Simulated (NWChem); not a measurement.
System meant: C3H5F3; SMILES C(F)(CC)(F)F

The following NWChem deck was run.

```
start job
memory heap 200 mb stack 900 mb global 1100 mb
geometry units angstroms noautoz
  C      0.067824     2.069149     0.000000
  C     -0.808464     0.829598     0.000000
  C     -0.020929    -0.453839     0.000000
  F      0.768689    -0.552119    -1.076929
  F     -0.828150    -1.519514     0.000000
  F      0.768689    -0.552119     1.076929
  H      0.713808     2.096941     0.889446
  H      0.713808     2.096941    -0.889446
  H     -0.549382     2.978232     0.000000
  H     -1.461823     0.798858     0.885203
  H     -1.461823     0.798858    -0.885203
end
basis spherical
  * library def2-svp
end
dft
  odft
  mult 2
  xc pbe0
  iterations 150
  mulliken
end
task dft energy
```

End of the output:

```
 Summary of "ao basis" -> "" (spherical)
 ------------------------------------------------------------------------------
       Tag                 Description            Shells   Functions and Types
 ---------------- ------------------------------  ------  ---------------------
 *                          def2-svp                  on all atoms

                                 NWChem DFT Module
                                 -----------------

 Summary of "ao basis" -> "ao basis" (spherical)
 ------------------------------------------------------------------------------
       Tag                 Description            Shells   Functions and Types
 ---------------- ------------------------------  ------  ---------------------
 C                          def2-svp                 6       14   3s2p1d
 F                          def2-svp                 6       14   3s2p1d
 H                          def2-svp                 3        5   2s1p

 Summary of "ao basis" -> "ao basis" (spherical)
 ------------------------------------------------------------------------------
       Tag                 Description            Shells   Functions and Types
 ---------------- ------------------------------  ------  ---------------------
 C                          def2-svp                 6       14   3s2p1d
 F                          def2-svp                 6       14   3s2p1d
 H                          def2-svp                 3        5   2s1p

      Symmetry analysis of basis
      --------------------------

        a'         68
        a"         41

  number of electrons :                   50
  multiplicity        :                    2
 ------------------------------------------------------------------------
  no. of electrons and multiplicity not compatible                  50
 ------------------------------------------------------------------------
 ------------------------------------------------------------------------
  current input line :
    26: task dft energy
 ------------------------------------------------------------------------
 ------------------------------------------------------------------------
 There is an error in the input file
 ------------------------------------------------------------------------
 For more information see the NWChem manual at https://nwchemgit.github.io

0: no. of electrons and multiplicity not compatible:Received an Error in Communication
```

Q: Find the fault in this run and fix the input.

A: The input was rejected before any calculation. Cause: the multiplicity doesn't fit the number of electrons (an even count wants an odd multiplicity, and the reverse). This input runs:
```
start job
memory heap 200 mb stack 900 mb global 1100 mb
geometry units angstroms noautoz
  C      0.067824     2.069149     0.000000
  C     -0.808464     0.829598     0.000000
  C     -0.020929    -0.453839     0.000000
  F      0.768689    -0.552119    -1.076929
  F     -0.828150    -1.519514     0.000000
  F      0.768689    -0.552119     1.076929
  H      0.713808     2.096941     0.889446
  H      0.713808     2.096941    -0.889446
  H     -0.549382     2.978232     0.000000
  H     -1.461823     0.798858     0.885203
  H     -1.461823     0.798858    -0.885203
end
basis spherical
  * library def2-svp
end
dft
  xc pbe0
  iterations 150
  mulliken
end
task dft energy
```
It converges to -416.14432 Ha (PBE0/def2-SVP).
